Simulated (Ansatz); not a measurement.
```yaml
crystal:
  periodic: [false, false, false]
  atoms:
    - {symbol: Na, position_ang: [-1.207933, -1.201257, -3.892751]}
    - {symbol: Cl, position_ang: [-1.483878, -1.477899, -1.290187]}
    - {symbol: Na, position_ang: [-1.293040, -1.289771, 1.360702]}
    - {symbol: Cl, position_ang: [-1.410534, -1.409038, 4.020594]}
    - {symbol: Cl, position_ang: [-1.412586, 1.413497, -4.018343]}
    - {symbol: Na, position_ang: [-1.291128, 1.294066, -1.358607]}
    - {symbol: Cl, position_ang: [-1.476823, 1.482835, 1.292667]}
    - {symbol: Na, position_ang: [-1.197604, 1.205061, 3.894772]}
    - {symbol: Cl, position_ang: [1.406079, -1.414253, -4.020280]}
    - {symbol: Na, position_ang: [1.288707, -1.294191, -1.360473]}
    - {symbol: Cl, position_ang: [1.478926, -1.482557, 1.290376]}
    - {symbol: Na, position_ang: [1.204144, -1.204563, 3.892898]}
    - {symbol: Na, position_ang: [1.201632, 1.200566, -3.894906]}
    - {symbol: Cl, position_ang: [1.481515, 1.477867, -1.292862]}
    - {symbol: Na, position_ang: [1.295229, 1.290088, 1.358358]}
    - {symbol: Cl, position_ang: [1.417294, 1.409538, 4.018034]}
basis:
  gaussian: {orbitals: def2-TZVP, initial_orbitals: start.molden}
hamiltonian: {xc: pbe0, dispersion: d4}
scf: {omitted_lower_state_checks: [starts]}
output: {orbitals: {seedname: orbitals}}
```

The file start.molden holds the orbitals of an earlier run on this structure, at another level or in another basis.

```sh
$ ansatz run in.yaml --threads 4 --pin off --events-out ev --progress --plain --max-ram 6963MiB
```

Does this run fit into the memory that it is given?

No. It has 552 basis functions, and Ansatz plans for 9 GiB where 7 GiB are given.
